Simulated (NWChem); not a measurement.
Program: NWChem. System: C$_{2}$H$_{5}$Si, charge 0, spin multiplicity 2, at a geometry optimised with UPBE/def2-SVP. The structure started from a generated list of species. Its SCF solution wasn't tested for a lower state. Level: UPBE0/def2-TZVP.

Input file:

```
start mol
memory heap 200 mb stack 900 mb global 1100 mb
geometry units angstroms nocenter noautoz
  C      0.135547    -1.636047     0.000000
  Si    -0.519914    -0.037286     0.000000
  C      0.560529     1.528432     0.000000
  H     -0.488196    -2.543065     0.000000
  H      1.229729    -1.796288     0.000000
  H      1.624323     1.209484     0.000000
  H      0.368243     2.148778    -0.898019
  H      0.368243     2.148778     0.898019
  symmetry group Cs
end
basis spherical
  * library def2-tzvp
end
dft
  xc pbe0
  odft
  mult 2
  semidirect memsize 60000000 filesize 0
  iterations 100
end
task dft energy
```

Output (cleaned and shortened):

```
             Northwest Computational Chemistry Package (NWChem) 7.3.0
             --------------------------------------------------------

                                NWChem Input Module
                                -------------------

 Scaling coordinates for geometry "geometry" by  1.889725989
 (inverse scale =  0.529177249)

 Turning off AUTOSYM since
 SYMMETRY directive was detected!

                             Geometry "geometry" -> ""
                             -------------------------

 Output coordinates in angstroms (scale by  1.889725989 to convert to a.u.)

  No.       Tag          Charge          X              Y              Z
 ---- ---------------- ---------- -------------- -------------- --------------
    1 C                    6.0000     0.13554700    -1.63604700     0.00000000
    2 Si                  14.0000    -0.51991400    -0.03728600     0.00000000
    3 C                    6.0000     0.56052900     1.52843200     0.00000000
    4 H                    1.0000    -0.48819600    -2.54306500     0.00000000
    5 H                    1.0000     1.22972900    -1.79628800     0.00000000
    6 H                    1.0000     1.62432300     1.20948400     0.00000000
    7 H                    1.0000     0.36824300     2.14877800    -0.89801900
    8 H                    1.0000     0.36824300     2.14877800     0.89801900

 Effective nuclear repulsion energy (a.u.)      90.4443973338

            Nuclear Dipole moment (a.u.)
            ----------------------------
        X                 Y               Z
 ---------------- ---------------- ----------------
     0.0000037795    -0.0000132281     0.0000000000

      Symmetry information
      --------------------

 Group name             Cs
 Group number              2
 Group order               2
 No. of unique centers     7

      Symmetry unique atoms

     1    2    3    4    5    6    7


 Summary of "ao basis" -> "" (spherical)
 ------------------------------------------------------------------------------
       Tag                 Description            Shells   Functions and Types
 ---------------- ------------------------------  ------  ---------------------
 *                         def2-tzvp                  on all atoms

                                 NWChem DFT Module
                                 -----------------

 Summary of "ao basis" -> "ao basis" (spherical)
 ------------------------------------------------------------------------------
       Tag                 Description            Shells   Functions and Types
 ---------------- ------------------------------  ------  ---------------------
 C                         def2-tzvp                11       31   5s3p2d1f
 Si                        def2-tzvp                13       37   5s5p2d1f
 H                         def2-tzvp                 4        6   3s1p

 Summary of "ao basis" -> "ao basis" (spherical)
 ------------------------------------------------------------------------------
       Tag                 Description            Shells   Functions and Types
 ---------------- ------------------------------  ------  ---------------------
 C                         def2-tzvp                11       31   5s3p2d1f
 Si                        def2-tzvp                13       37   5s5p2d1f
 H                         def2-tzvp                 4        6   3s1p

      Symmetry analysis of basis
      --------------------------

        a'         88
        a"         41

            General Information
            -------------------
          SCF calculation type: DFT
          Wavefunction type:  spin polarized.
          No. of atoms     :     8
          No. of electrons :    31
           Alpha electrons :    16
            Beta electrons :    15
          Charge           :     0
          Spin multiplicity:     2
          Use of symmetry is: on ; symmetry adaption is: on
          Maximum number of iterations: 100
          AO basis - number of functions:   129
                     number of shells:    55
          Convergence on energy requested:  1.00D-06
          Convergence on density requested:  1.00D-05
          Convergence on gradient requested:  5.00D-04

              XC Information
              --------------
                         PBE0 Method XC Functional
                     Hartree-Fock (Exact) Exchange  0.250
          PerdewBurkeErnzerhof Exchange Functional  0.750
            Perdew 1991 LDA Correlation Functional  1.000 local
           PerdewBurkeErnz. Correlation Functional  1.000 non-local

             Grid Information
             ----------------
          Grid used for XC integration:  medium
          Radial quadrature: Mura-Knowles
          Angular quadrature: Lebedev.
          Tag              B.-S. Rad. Rad. Pts. Rad. Cut. Ang. Pts.
          ---              ---------- --------- --------- ---------
          C                   0.70       49          12.0       434
          Si                  1.10       88           9.0       590
          H                   0.35       45          12.0       434
          Grid pruning is: on
          Number of quadrature shells:   366
          Spatial weights used:  Erf1

          Convergence Information
          -----------------------
          Convergence aids based upon iterative change in
          total energy or number of iterations.
          Levelshifting, if invoked, occurs when the
          HOMO/LUMO gap drops below (HL_TOL):  1.00D-02
          DIIS, if invoked, will attempt to extrapolate
          using up to (NFOCK): 10 stored Fock matrices.
[...]
   Bfn.  Coefficient  Atom+Function         Bfn.  Coefficient  Atom+Function
  ----- ------------  ---------------      ----- ------------  ---------------
    51      0.632093  2 Si pz                14     -0.463606  1 C  pz
    48      0.380749  2 Si pz                 8     -0.271253  1 C  pz
    11     -0.224427  1 C  pz                39     -0.117940  2 Si pz
    45      0.114943  2 Si pz                82     -0.104385  3 C  pz
    58      0.091607  2 Si d -1              60      0.072383  2 Si d  1

 Vector   18  Occ=0.000000D+00  E= 3.241929D-02  Symmetry=a'
              MO Center=  2.6D-01,  1.1D+00,  4.7D-14, r^2= 6.5D+00
   Bfn.  Coefficient  Atom+Function         Bfn.  Coefficient  Atom+Function
  ----- ------------  ---------------      ----- ------------  ---------------
    73      4.178082  3 C  s                 36     -1.939204  2 Si s
   120     -1.290109  7 H  s                126     -1.290109  8 H  s
   114     -0.960258  6 H  s                 50     -0.872166  2 Si py
    49     -0.814201  2 Si px                46     -0.339648  2 Si px
    80     -0.322013  3 C  px               102     -0.265656  4 H  s

 Vector   19  Occ=0.000000D+00  E= 5.405417D-02  Symmetry=a'
              MO Center= -5.7D-01, -3.4D-01, -5.5D-15, r^2= 6.6D+00
   Bfn.  Coefficient  Atom+Function         Bfn.  Coefficient  Atom+Function
  ----- ------------  ---------------      ----- ------------  ---------------
     5      3.286206  1 C  s                 50      2.065807  2 Si py
    36     -1.979306  2 Si s                102     -0.706906  4 H  s
    13      0.644997  1 C  py               108     -0.554923  5 H  s
   114      0.494864  6 H  s                 73     -0.468287  3 C  s
    12     -0.434837  1 C  px                47      0.432613  2 Si py

                     DFT Final Beta Molecular Orbital Analysis
                     -----------------------------------------

 Vector   13  Occ=1.000000D+00  E=-4.101585D-01  Symmetry=a'
              MO Center=  3.6D-01, -1.4D+00, -2.3D-15, r^2= 2.6D+00
   Bfn.  Coefficient  Atom+Function         Bfn.  Coefficient  Atom+Function
  ----- ------------  ---------------      ----- ------------  ---------------
     6      0.285790  1 C  px               107      0.214865  5 H  s
     9      0.208999  1 C  px               101     -0.182084  4 H  s
   106      0.144813  5 H  s                100     -0.121553  4 H  s
    74     -0.105196  3 C  px                12      0.100729  1 C  px
   113     -0.096453  6 H  s                  7      0.082697  1 C  py

 Vector   14  Occ=1.000000D+00  E=-3.428653D-01  Symmetry=a'
              MO Center=  1.2D-01, -4.2D-02, -1.0D-15, r^2= 3.3D+00
   Bfn.  Coefficient  Atom+Function         Bfn.  Coefficient  Atom+Function
  ----- ------------  ---------------      ----- ------------  ---------------
    47      0.275956  2 Si py                 7     -0.237702  1 C  py
    75     -0.211712  3 C  py                78     -0.183918  3 C  py
    10     -0.174750  1 C  py                44      0.127993  2 Si py
    38     -0.125545  2 Si py                74     -0.121856  3 C  px
   101      0.114769  4 H  s                 77     -0.110342  3 C  px

 Vector   15  Occ=1.000000D+00  E=-2.294055D-01  Symmetry=a"
              MO Center= -3.2D-02, -1.2D+00,  6.4D-14, r^2= 2.1D+00
   Bfn.  Coefficient  Atom+Function         Bfn.  Coefficient  Atom+Function
  ----- ------------  ---------------      ----- ------------  ---------------
     8      0.322624  1 C  pz                11      0.302427  1 C  pz
    48      0.255797  2 Si pz                14      0.246598  1 C  pz
    51      0.155670  2 Si pz                39     -0.096138  2 Si pz
    45      0.093662  2 Si pz               120      0.054847  7 H  s
   126     -0.054847  8 H  s                 42     -0.046965  2 Si pz

 Vector   16  Occ=0.000000D+00  E=-1.023305D-01  Symmetry=a'
              MO Center= -8.4D-01,  1.0D-01, -1.6D-14, r^2= 2.9D+00
   Bfn.  Coefficient  Atom+Function         Bfn.  Coefficient  Atom+Function
  ----- ------------  ---------------      ----- ------------  ---------------
    36      0.637815  2 Si s                 73     -0.342885  3 C  s
    49     -0.340468  2 Si px                46     -0.301865  2 Si px
    35      0.243683  2 Si s                114      0.210523  6 H  s
    34     -0.165772  2 Si s                  4     -0.161159  1 C  s
   108      0.156328  5 H  s                 43     -0.139566  2 Si px

 Vector   17  Occ=0.000000D+00  E=-1.467929D-02  Symmetry=a"
              MO Center= -3.9D-01, -2.4D-01,  9.0D-15, r^2= 3.7D+00
   Bfn.  Coefficient  Atom+Function         Bfn.  Coefficient  Atom+Function
  ----- ------------  ---------------      ----- ------------  ---------------
    51      0.698996  2 Si pz                14     -0.439654  1 C  pz
    48      0.385758  2 Si pz                 8     -0.240548  1 C  pz
    11     -0.208243  1 C  pz                45      0.132866  2 Si pz
    39     -0.130592  2 Si pz               120      0.128609  7 H  s
   126     -0.128609  8 H  s                119      0.092952  7 H  s

 Vector   18  Occ=0.000000D+00  E= 4.042778D-02  Symmetry=a'
              MO Center=  4.5D-01,  1.2D+00, -8.1D-16, r^2= 6.5D+00
   Bfn.  Coefficient  Atom+Function         Bfn.  Coefficient  Atom+Function
  ----- ------------  ---------------      ----- ------------  ---------------
    73      4.285405  3 C  s                 36     -2.001420  2 Si s
   120     -1.477523  7 H  s                126     -1.477523  8 H  s
   114     -0.993783  6 H  s                 49     -0.792968  2 Si px
     5      0.582959  1 C  s                 50     -0.546093  2 Si py
   102     -0.402154  4 H  s                 46     -0.347834  2 Si px

   alpha - beta orbital overlaps
   -----------------------------

   alpha      1      2      3      4      5      6      7      8      9     10
    beta      1      2      3      4      7      5      6      8      9     10
 overlap   1.000  1.000  1.000  1.000  0.771  1.000  0.771  1.000  0.999  0.957

   alpha     11     12     13     14     15     16     17     18     19     20
    beta     11     12     13     14     16     15     17     18     19     20
 overlap   0.964  1.000  0.996  0.998  0.983  0.990  0.984  0.982  0.974  0.977

   alpha     21     22     23     24     25     26     27     28     29     30
    beta     21     22     23     24     25     26     27     28     29     30
 overlap   0.997  0.967  0.968  0.988  0.976  0.986  0.977  0.996  0.921  0.974

   alpha     31     32     33     34     35     36     37     38     39     40
    beta     31     33     32     34     35     36     37     38     39     40
 overlap   0.933  0.964  0.983  0.875  0.979  0.889  0.982  0.984  0.993  1.000

   alpha     41     42     43     44     45     46     47     48     49     50
    beta     41     42     43     44     45     47     46     48     49     50
 overlap   0.995  0.965  0.968  0.987  0.987  0.996  0.998  0.998  0.993  0.996

   alpha     51     52     53     54     55     56     57     58     59     60
    beta     51     52     53     54     55     56     57     58     59     60
 overlap   0.983  0.991  0.996  0.995  0.998  0.935  0.968  0.918  0.957  0.977

   alpha     61     62     63     64     65     66     67     68     69     70
    beta     61     62     63     64     65     66     67     68     69     70
 overlap   0.959  0.947  0.996  0.999  0.997  0.998  0.997  0.999  0.994  0.990

   alpha     71     72     73     74     75     76     77     78     79     80
    beta     71     72     73     74     75     76     77     78     79     80
 overlap   0.999  1.000  0.991  0.999  0.998  0.998  0.999  0.998  1.000  0.999

   alpha     81     82     83     84     85     86     87     88     89     90
    beta     81     82     83     84     85     86     87     88     89     90
 overlap   0.999  0.995  0.999  0.996  1.000  0.999  0.999  1.000  0.999  1.000

   alpha     91     92     93     94     95     96     97     98     99    100
    beta     91     92     93     94     95     96     97     98     99    100
 overlap   0.999  1.000  0.999  0.999  1.000  0.999  0.999  1.000  1.000  0.999

   alpha    101    102    103    104    105    106    107    108    109    110
    beta    101    102    103    104    105    106    107    108    109    110
 overlap   0.998  0.998  0.999  0.999  0.996  0.997  0.999  0.990  0.991  0.998

   alpha    111    112    113    114    115    116    117    118    119    120
    beta    112    111    113    114    115    116    117    118    119    120
 overlap   0.998  0.999  1.000  0.999  0.999  1.000  1.000  1.000  1.000  1.000

   alpha    121    122    123    124    125    126    127    128    129
    beta    121    122    123    124    125    126    127    128    129
 overlap   1.000  1.000  1.000  1.000  1.000  1.000  1.000  1.000  1.000

     --------------------------
     Expectation value of S2:
     --------------------------
      <S2> =      0.7723 (Exact =     0.7500)

 center of mass
 --------------
 x =  -0.10162099 y =  -0.03837064 z =   0.00000000

 moments of inertia (a.u.)
 ------------------
         294.058116681216         -38.209002237554           0.000000000000
         -38.209002237554          63.245449752480           0.000000000000
           0.000000000000           0.000000000000         345.694057743707

     Multipole analysis of the density
     ---------------------------------

     L   x y z        total         alpha         beta         nuclear
     -   - - -        -----         -----         ----         -------
     0   0 0 0     -0.000000    -16.000000    -15.000000     31.000000

     1   1 0 0      0.125050      1.032406     -0.907359      0.000004
     1   0 1 0      0.655664      0.035914      0.619762     -0.000013
     1   0 0 1     -0.000000     -0.000000     -0.000000      0.000000

     2   2 0 0    -19.472631    -32.164706    -24.589630     37.281705
     2   1 1 0      0.165086    -11.750231    -11.871245     23.786562
     2   1 0 1      0.000000     -0.000000      0.000000      0.000000
     2   0 2 0    -19.582621   -100.769978    -99.105552    180.292909
     2   0 1 1      0.000000      0.000000      0.000000      0.000000
     2   0 0 2    -21.433017    -14.496200    -12.696502      5.759685

 Task  times  cpu:       30.5s     wall:       30.5s

 Total times  cpu:       30.5s     wall:       30.5s
```
